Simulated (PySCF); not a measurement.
# Computed structure and properties of Eu(NH2)3

System: Eu(NH2)3 (singlet in the valence; each metal's 4f electrons, 6 of them, lie in its core potential, out of spins and levels); start: displaced along the imaginary mode (C1). Method: PySCF 2.14.0, RKS PBE0, Eu lcecp-1-SVP with ECP52, N def2-SVP, H def2-SVP; non-relativistic Hamiltonian with scalar-relativistic core potentials where named; density fitting; no spin-orbit coupling.

Input of the relaxation:

```python
mol = gto.M(atom='''
Eu     0.00000     0.00000    -0.00000
N      2.24038     0.00000     0.00038
H      2.87025     0.25000     0.80409
H      2.86930    -0.25000    -0.80410
N     -1.12019     1.94023     0.01181
H     -1.32888     2.56352     0.80386
H     -1.54089     2.40708    -0.80433
N     -1.12019    -1.94023    -0.01219
H     -1.53041    -2.41258     0.80433
H     -1.33936    -2.55801    -0.80385''',
    basis={'Eu': 'lcecp-1-SVP', 'N': 'def2-SVP', 'H': 'def2-SVP'},
    ecp={'Eu': 'lcecp-1-SVP'},
    charge=0, spin=0)
mf = dft.RKS(mol, xc='PBE0')
mf.grids.atom_grid = (50, 194)  # f atoms: unpruned, at least (60, 302)
mf = mf.density_fit()  # fitting sets: Eu AutoAux, N def2-universal-JKFIT, H def2-universal-JKFIT
mf.conv_tol = 1e-08; mf.max_cycle = 55
mf.kernel(dm0)  # dm0: converged density of the start geometry
# quasi-Newton relaxation in Cartesian coordinates to a largest gradient under 0.00045 Eh/bohr, steps kept in the point group
```

Run from Python with OMP_NUM_THREADS=2; the lines above give its settings. Where DIIS fails, smearing, a level shift and second-order steps follow.
It took 3.6 min on 2 threads of Arm Neoverse V1, on a shared host, from the converged density of the start.

Course of the relaxation:

| step | energy above end (eV) | largest force component within the symmetry (eV/Å) |
| --- | --- | --- |
| 0 | 0.9203 | 1.129 |
| 1 | 0.8083 | 0.180 |
| 2 | 0.6611 | 0.690 |
| 3 | 0.6261 | 1.368 |
| 4 | 0.4711 | 0.590 |
| 5 | 0.4274 | 1.119 |
| 6 | 0.3616 | 0.906 |
| 7 | 0.3011 | 0.257 |
| 35 | 0.0027 | 0.063 |
| 36 | 0.0010 | 0.082 |
| 37 | 0.0006 | 0.058 |
| 38 | 0.0001 | 0.035 |
| 39 | 0.0000 | 0.020 |
| 40 | 0.0000 | 0.012 |
(The steps between are left out.)

Relaxed geometry (nearly D3h):

```xyz
10

Eu   -0.0060   -0.0031    0.0190
N     2.2036   -0.0010    0.0028
H     2.8224    0.8074    0.0810
H     2.8270   -0.8041   -0.0934
N    -1.1037    1.9043    0.2241
H    -0.7021    2.8382    0.3217
H    -2.1146    2.0486    0.2304
N    -1.1061   -1.9053   -0.2169
H    -2.1170   -2.0481   -0.2395
H    -0.7035   -2.8369   -0.3292
```

| contact | Å |
| --- | --- |
| Eu1–N2 (NH2) | 2.210 |
| Eu1–N5 (NH2) | 2.210 |
| Eu1–N8 (NH2) | 2.210 |

On the finer grid (75, 302):

```json
{
 "HOMO": "-5.97 eV",
 "LUMO": "-1.08 eV",
 "Dipole about the centre of mass": "0.05 D",
 "Set of Mulliken populations of Eu1 outside the core potential": "s 2.21, p 6.32, d 1.48, f 0.07",
 "D3(BJ) dispersion energy (not in the energies)": "-0.141 eV"
}
```

```
atom  Mulliken (e)  Löwdin (e)  spin (e)
 Eu1          0.92        0.56      0.00
  N2         -0.55       -0.32      0.00
  H3          0.12        0.07      0.00
  H4          0.12        0.07      0.00
  N5         -0.55       -0.32      0.00
  H6          0.12        0.07      0.00
  H7          0.12        0.07      0.00
  N8         -0.55       -0.32      0.00
  H9          0.12        0.07      0.00
 H10          0.12        0.07      0.00
```

The 4f levels lie in the core potential and are missing. Their spin isn't counted.

On the grid (50, 194), as all that follows. Harmonic modes: a minimum within the noise of the softest modes; lowest 21 cm⁻¹ (negative: unstable), highest 3612 cm⁻¹, zero-point energy 1.945 eV.

Taking off one NH2 (charge -1, singlet; the rest: singlet) in vacuum, both parts rigid, costs 10.47 eV; the small basis without counterpoise inflates it. Most of it is the attraction of opposite charges; other ways to part are cheaper, and one spin state was tried for the rest.

Rigid scan of NH2 along the line from its metal:

| distance to N2 (Å) | energy (eV) |
| --- | --- |
| 1.91 | 0.975 |
| 2.01 | 0.378 |
| 2.11 | 0.082 |
| 2.21 | 0.000 |
| 2.31 | 0.065 |
| 2.41 | 0.229 |
| 2.61 | 0.727 |
| 2.91 | 1.628 |
| 3.31 | 2.775 |
| 3.81 | 3.928 |

One start shape was tried, so this needn't be the lowest isomer.

An lcecp potential fixes the number of 4f electrons, so in runs with it no electron can move into or out of that shell.
